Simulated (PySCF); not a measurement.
Isomers of C5H9ClO2, one conformer each; single-point electronic energies without zero-point terms and without any empirical dispersion term.

All values: CAM-B3LYP/def2-SVPD (PySCF, non-relativistic), each on one gas-phase PBE0-D3(BJ)/def2-SVP geometry that isn't relaxed in the solvent. The solvent is an IEF-PCM continuum (cavity from Bondi-type radii × 1.2). Specific hydrogen bonds and non-electrostatic terms are outside this model.

| isomer | relative energy, gas (kJ/mol) | dipole (D) |
| --- | --- | --- |
| `CC(=O)O[C@H](C)CCl` | 0.0 | 1.74 |
| `ClC[C@@H]1CCOCO1` | 86.9 | 0.98 |

Problem. How do the relative energies look in chloroform (ε = 4.711)?

Solution. 
```json
{"isomer": "`CC(=O)O[C@H](C)CCl`", "relative energy, solvent (kJ/mol)": "0.0", "E(solvent) − E(gas) (kJ/mol)": "-20.3", "dipole in solvent (D)": "2.11"}
{"isomer": "`ClC[C@@H]1CCOCO1`", "relative energy, solvent (kJ/mol)": "89.2", "E(solvent) − E(gas) (kJ/mol)": "-17.9", "dipole in solvent (D)": "1.23"}
```

The order is unchanged. Conformers: `[CH3:1][C:2](=[O:3])[O:4][C@H:5]([CH3:6])[CH2:7][Cl:8]` with C1–C2–O4–C5 -178°, C2–O4–C5–C6 -162°, O4–C5–C7–Cl8 58°; `[Cl:1][CH2:2][C@@H:3]1[CH2:4][CH2:5][O:6][CH2:7][O:8]1` with Cl1–C2–C3–C4 -65°, C2–C3–C4–C5 -171°, C3–C4–C5–O6 53°, C4–C5–O6–C7 -57°, C5–O6–C7–O8 61°. `CC(=O)O[C@H](C)CCl` gains most from the continuum, and it has the largest gas-phase dipole. The gains span 2.4 kJ/mol, the gas-phase energies 86.9 kJ/mol.
